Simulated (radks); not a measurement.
Cd VI, configuration [Kr] 4d7. All-electron calculation, scalar-relativistic Kohn-Sham, LDA (Slater exchange, Perdew-Wang correlation), spin-polarised, spherical densities, finite nucleus; open shells are filled with parallel spins first (spin-orbit coupling, left out, can overturn this in heavy ions); Fermi nuclear charge, rms radius 4.6087 fm. Program: a radial shooting solver on a logarithmic mesh with Libxc functionals.

Unscreened Slater integrals over Kohn-Sham orbitals (eV). They are taken over the spin-up orbitals.

| integral | value |
|---|---|
| F0(4d,4d) | 22.087 |
| F2(4d,4d) | 11.235 |
| F4(4d,4d) | 7.4477 |
| F0(4d,4p) | 23.880 |
| F2(4d,4p) | 12.098 |
| G1(4d,4p) | 15.354 |
| G3(4d,4p) | 9.4846 |
| F0(4d,4s) | 24.581 |
| G2(4d,4s) | 11.561 |
| F0(4p,4p) | 26.216 |
| F2(4p,4p) | 13.781 |
| F0(4p,4s) | 27.161 |
| G1(4p,4s) | 18.480 |
| F0(4s,4s) | 28.235 |

Derived for the open shells (J is the average intra-shell exchange parameter used in DFT+U). 4d: Racah B = F2/49 - 5 F4/441 = 0.1448 eV, C = 35 F4/441 = 0.5911 eV, C/B = 4.08, F4/F2 = 0.663, J = (F2 + F4)/14 = 1.334 eV.
